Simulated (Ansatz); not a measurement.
**Competing steps**

Reactants: Si₂H₆ ([SiH3][SiH3]) + NH₃ + HF (brackets give SMILES or just the links). Saddle points were found for several chosen steps; others may exist. Gas-phase electronic energies, without zero-point energy, by CCSD(T) at an estimated basis limit (MP2 extrapolated from triple and quadruple zeta, plus CCSD(T) − MP2 in triple zeta); Ansatz 0.2.0, def2-TZVPP and QZVPP, frozen cores, on PBE0-D4/def2-TZVP structures. Extrapolation: Hartree–Fock as exp(−7.88 √X), correlation as X^−2.97. No counterpoise correction.

**Question.** Rank the steps by the energy of their saddle points, lowest first, and give each saddle's height above the lowest. (Judge from chemistry; the value comes from the calculation.)
A. ligand exchange through a proton shuttle, to Si₂H₅F ([F][SiH2][SiH3]) + NH₃ + H₂ (breaks or loosens F–H, H–N, H–Si; forms F–Si, H–H, H–N)
B. ligand exchange through a proton shuttle, to Si₂NH₇ ([NH2][SiH2][SiH3]) + HF + H₂ (breaks or loosens F–H, H–N, H–Si; forms F–H, H–H, N–Si)

**Answer.** By the calculation: A (0.0 kJ/mol), B (40.4 kJ/mol). Heights count from the lowest.

The lowest of these saddles lies at 53.3 kJ/mol relative to the separated reactants.

**Question.** Does the lowest of these saddles lead to the lowest end structure (the products still in contact)? (Judge from chemistry; the calculation decides.)

**Answer.** Computed: Yes. Relative to the separated reactants, the ends lie at -119.3 (Si₂H₅F ([F][SiH2][SiH3]) + NH₃ + H₂); -60.8 (Si₂NH₇ ([NH2][SiH2][SiH3]) + HF + H₂) kJ/mol.

The T1 diagnostic stays at or below 0.013.

For scale, one of the runs: CCSD(T)/def2-TZVPP, 286 basis functions, launched by `ansatz run in.yaml --threads 8 --pin off --events-out ev --progress --plain --max-ram 19148MiB`. The run took 2.4 min on 8 CPU threads of an Arm Neoverse V1 (shared host), with 8.4 GiB of host memory at its peak.
